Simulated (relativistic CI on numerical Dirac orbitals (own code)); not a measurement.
**Pr4+: resonant inelastic scattering at the M4,5 edge**

Computed with this model: Dirac-Coulomb-Breit CI, orbitals from a KLI potential per configuration, model QED (radiative potential, 1s self-energy scaled to tabulated hydrogen-like ionisation energies), valence Slater integrals scaled by 0.7, Kramers-Heisenberg scattering through one core-hole configuration in a parametric crystal field; configurations [Xe] 4f → [Ar] 3d9 4s2 4p6 4d10 4f2 5s2 5p6; 10 K; core-hole width 0.9 eV; summed over polarisations. Incident energies are the highest absorption maxima for each field (at most a few, so the weaker spin-orbit partner edge can be absent), on the computed scale of the free ion. Intensities are in per cent of the strongest line above 0.02 eV; levels within 1 cm⁻¹ are merged; final levels count from the ground level, the first row holds all elastic scattering, lines under 0.4 are left out and each table stops after 24 rows. The scale of the Slater integrals is a model choice and moves the terms in proportion.

Field parameters in Wybourne normalisation. The field is a parameter set, without covalency.

S is read from ⟨S²⟩ = S(S + 1).

D4h, B20 = 20, B40 = 1570, B44 = -1020, B60 = 80, B64 = -1390 cm⁻¹:

| Final level (eV) | Degeneracy | Irrep | S | 935.2 eV | 936.1 eV | 955 eV |
| --- | --- | --- | --- | --- | --- | --- |
| 0.000 | 2 | Γ7 | 0.50 | 115.2 | 177.0 | 248.9 |
| 0.070 | 2 | Γ6 | 0.50 | 38.8 | 41.1 | 97.4 |
| 0.071 | 2 | Γ7 | 0.50 | 39.9 | 43.6 | 100.0 |
| 0.366 | 2 | Γ7 | 0.50 | 5.9 | 16.3 | 2.8 |
| 0.429 | 2 | Γ6 | 0.50 | 2.4 | 11.9 | 12.5 |
| 0.432 | 2 | Γ7 | 0.50 | 6.2 | 17.8 | 3.9 |
| 0.438 | 2 | Γ6 | 0.50 | 4.6 | 15.2 | 7.0 |

D3d, B20 = -1200, B40 = -2770, B43 = 360, B60 = 30, B63 = -110, B66 = 990 cm⁻¹:

```csv
Final level (eV),Degeneracy,Irrep,S,935.3 eV,936.1 eV,955 eV
0.000,2,Γ4,0.50,118.8,171.8,264.4
0.091,2,Γ4,0.50,13.0,15.3,22.2
0.102,2,Γ5+Γ6,0.50,35.8,36.4,100.0
0.357,2,Γ4,0.50,11.9,24.7,7.5
0.431,2,Γ5+Γ6,0.50,11.7,24.8,3.8
0.450,2,Γ4,0.50,0.3,0.4,1.6
0.502,2,Γ4,0.50,1.1,5.4,7.1
```

D3d, B20 = 1140, B40 = -2110, B43 = 2400, B60 = -620, B63 = 450, B66 = -1060 cm⁻¹:

```
Final level (eV)  Degeneracy  Irrep     S  935.1 eV  936.1 eV  955 eV
           0.000           2     Γ4  0.50     164.7     203.3   334.2
           0.135           2     Γ4  0.50      38.9      42.7    98.1
           0.141           2  Γ5+Γ6  0.50      39.8      44.8   100.0
           0.373           2     Γ4  0.50       5.7      24.3     8.1
           0.465           2     Γ4  0.50       6.8      26.5     2.9
           0.507           2  Γ5+Γ6  0.50       3.2      14.3     8.2
           0.532           2     Γ4  0.50       0.8      11.2    17.3
```

For the first field the strongest loss at the lowest incident energy is the level at 0.07 eV (S = 0.50, against 0.50 in the thermal ground state).
